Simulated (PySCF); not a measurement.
# Stretching one bond of Al2H4

These are calculations, not measurements. The program is PySCF 2.14.0, an open-source quantum chemistry code, run on an isolated molecule that a program drew, which may never have been made. The molecule is Al2H4 (charge 0, singlet), drawn as the SMILES string `[AlH2][AlH2]`.

The structure below is the HF double-zeta minimum with every atom moved a little at random, so it isn't optimised. Bond Al1-H3 is then set to each length in the table by shifting atom 3 along it, with nothing else relaxed.
```xyz
6
Al2H4, angstrom
Al   -0.0223   -0.8739   -0.7198
Al    1.8727    0.8150   -0.0549
H    -1.1717   -0.6099   -1.7933
H    -0.0431   -2.4033   -0.2013
H     1.6374    1.7705    1.1510
H     3.1377    0.9067   -0.7436
```

E is the energy above the same method's energy at the HF double-zeta minimum. IE is the energy to remove one electron at fixed geometry, to the doublet state of charge +1, as a difference of total energies. The basis family is cc-pV(n+d)Z, with UHF for radicals and no spin-orbit coupling. Best is HF at quadruple zeta, plus MP2 correlation extrapolated from triple and quadruple zeta, plus CCSD(T) minus MP2 at triple zeta, with a frozen core. The other columns are at triple zeta.

```
bond (Å)  E B3LYP (kcal/mol)  E PBE (kcal/mol)  E CCSD(T) (kcal/mol)  E best (kcal/mol)  IE B3LYP (eV)  IE PBE (eV)  IE CCSD(T) (eV)  IE best (eV)     T1
  1.4817                6.44              7.61                  6.74               6.78          8.927        8.759            9.050         9.145  0.010
  1.5947                4.44              5.09                  4.63               4.67          8.950        8.778            9.078         9.172  0.011
  1.6037                4.46              5.07                  4.65               4.69          8.952        8.779            9.080         9.174  0.011
  1.6897                5.69              5.91                  5.86               5.93          8.965        8.788            9.096         9.190  0.011
  1.7047                   ?                 ?                     ?                  ?              ?            ?                ?             ?      ?
  1.8117                9.77              9.46                  9.97              10.12          8.969        8.789            9.107         9.202  0.012
```

T1 is the CCSD diagnostic of the starting molecule.

**Estimate the best E and IE at 1.7047 Å from the other rows.**

A least-squares cubic in the inverse of the bond length through the other values of E best gives 6.31 kcal/mol there. A least-squares quadratic in the bond length through IE best gives 9.191 eV. The calculation gives 6.32 kcal/mol and 9.193 eV, so the fits miss by 0.01 kcal/mol and 0.002 eV. The same recipe one zeta lower moves these two values by 0.15 kcal/mol and 0.04 eV, a gauge of their own error. The rest of the row: E is 6.06 (B3LYP), 6.22 (PBE), 6.23 (CCSD(T)); IE is 8.966 (B3LYP), 8.789 (PBE), 9.098 (CCSD(T)); T1 is 0.011.
